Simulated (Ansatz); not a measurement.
CH6FGeNSi can be A, `N=C(F)[SiH2][GeH3]`, or B, `[F][GeH2]/[N]=C/[SiH3]`.

Calculated with Ansatz (gas phase, PBE0-D4/def2-TZVP geometries, no zero-point term in ΔE). CBS: MP2 limit from def2 TZ/QZ plus the TZ coupled-cluster correction, frozen cores. DFT in def2-TZVPP. B3LYP here is the variant with VWN-RPA as its local correlation; programs differ in this. For Ge outer-core shells are correlated without core-valence functions, which leaves a few kJ/mol of doubt a bond. Scalar relativity is left out up to krypton. Each species was taken in one conformer, which may not be the lowest.

Question: Which is lower in electronic energy at CCSD(T)/CBS, and by how much? (Estimate.)

Answer: Ansatz gave: B, by 79.1 kJ/mol.

Question: Give E(B) − E(A) in kJ/mol with CCSD/def2-TZVPP, CCSD(T)/def2-TZVPP, PBE-D4, ωB97M-V, B3LYP, r2SCAN-D4, HF/def2-TZVPP. (An estimate is asked.)

Answer: Ansatz gave: CCSD/def2-TZVPP -81.7, CCSD(T)/def2-TZVPP -79.5, PBE-D4 -49.1, ωB97M-V -70.4, B3LYP -72.5, r2SCAN-D4 -60.4, HF/def2-TZVPP -98.8. None reverses the order clearly.

Largest T1 diagnostic: 0.014.

From PBE to PBE0 (25 % exact exchange), in def2-TZVPP and without D4, E(B) − E(A) moves by −6.1 kJ/mol. In def2-TZVPP, CCSD(T) changes the Hartree–Fock value by +19.3 kJ/mol (the triples alone add +2.2 kJ/mol) and MP2 by +9.5 kJ/mol.
